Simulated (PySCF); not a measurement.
C₂H₆ClSn, SMILES [CH3][Sn+]([Cl])[CH3], charge +1.

The structure is a stationary point at PBE0-D3(BJ)/def2-SVP. The multiplicity is an assumed one; other spin states were not compared. The isomer is the one that the SMILES or the coordinates give; other isomers of the formula were not compared. The def2 effective core potentials stand for the cores of Sn; spin–orbit coupling is left out.

Calculation: TDA-PBE0/def2-SVPD (PySCF).

Vertical excitations. Gas-phase values at a fixed geometry.

Computed excitation energies, oscillator strengths and character:
```json
[
 {"state": "S1", "energy (eV)": "4.34", "λ (nm)": "286", "f": "0.000", "main pairs": "HOMO→LUMO 100 %"},
 {"state": "S2", "energy (eV)": "5.45", "λ (nm)": "227", "f": "0.035", "main pairs": "HOMO−1→LUMO 85 %"},
 {"state": "S3", "energy (eV)": "5.50", "λ (nm)": "225", "f": "0.003", "main pairs": "HOMO−2→LUMO 93 %"},
 {"state": "S4", "energy (eV)": "5.78", "λ (nm)": "214", "f": "0.003", "main pairs": "HOMO−3→LUMO 98 %"},
 {"state": "S5", "energy (eV)": "5.88", "λ (nm)": "211", "f": "0.065", "main pairs": "HOMO→LUMO+1 84 %"},
 {"state": "S6", "energy (eV)": "6.19", "λ (nm)": "200", "f": "0.015", "main pairs": "HOMO−1→LUMO+1 97 %"},
 {"state": "S7", "energy (eV)": "7.29", "λ (nm)": "170", "f": "0.122", "main pairs": "HOMO−2→LUMO+1 63 %, HOMO−4→LUMO 25 %"},
 {"state": "S8", "energy (eV)": "7.61", "λ (nm)": "163", "f": "0.011", "main pairs": "HOMO→LUMO+2 83 %, HOMO−4→LUMO 13 %"},
 {"state": "S9", "energy (eV)": "7.74", "λ (nm)": "160", "f": "0.082", "main pairs": "HOMO−5→LUMO 56 %, HOMO−3→LUMO+1 27 %, HOMO−6→LUMO 11 %"},
 {"state": "S10", "energy (eV)": "7.75", "λ (nm)": "160", "f": "0.148", "main pairs": "HOMO−5→LUMO 43 %, HOMO−3→LUMO+1 40 %, HOMO−6→LUMO 7 %"},
 {"state": "T1", "energy (eV)": "4.12", "λ (nm)": "301", "f": "0", "main pairs": "HOMO→LUMO 98 %"},
 {"state": "T2", "energy (eV)": "4.60", "λ (nm)": "269", "f": "0", "main pairs": "HOMO−1→LUMO 99 %"},
 {"state": "T3", "energy (eV)": "4.92", "λ (nm)": "252", "f": "0", "main pairs": "HOMO→LUMO+1 91 %"},
 {"state": "T4", "energy (eV)": "5.19", "λ (nm)": "239", "f": "0", "main pairs": "HOMO−2→LUMO 97 %"}
]
```
Triplets are in the Tamm–Dancoff approximation.
